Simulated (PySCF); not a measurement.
## Electron correlation in Ne⁺ (neon, charge +1)

[He] 2s2 2p5, 2P determinant. Calculation: PySCF 2.14, in 6-31G* (3s2p1d, 14 functions); the non-relativistic Hamiltonian (point nucleus). Frozen: 1s2; 7 electrons correlated.

MP2 pair energies summed by pair of shells (mhartree):

| pair | energy | share (%) |
| --- | --- | --- |
| 2p-2p | -60.42 | 62.8 |
| 2s-2p | -31.38 | 32.6 |
| 2s-2s | -4.47 | 4.6 |

Total MP2 correlation energy: -96.26 mhartree.

Same-spin part -24.82 and opposite-spin part -71.44 mhartree; SCS-MP2 scales them by 1/3 and 6/5 to -94.01 mhartree.

```tsv
level	correlation energy (mhartree)
CCSD	-104.34
(T)	-1.39
CCSD(T)	-105.73
```

Diagnostics: T1 = 0.0053, D1 = 0.0092, largest double amplitude 0.038.

Is a single reference adequate?

Yes: T1 lies below 0.03 and no double amplitude reaches 0.07.
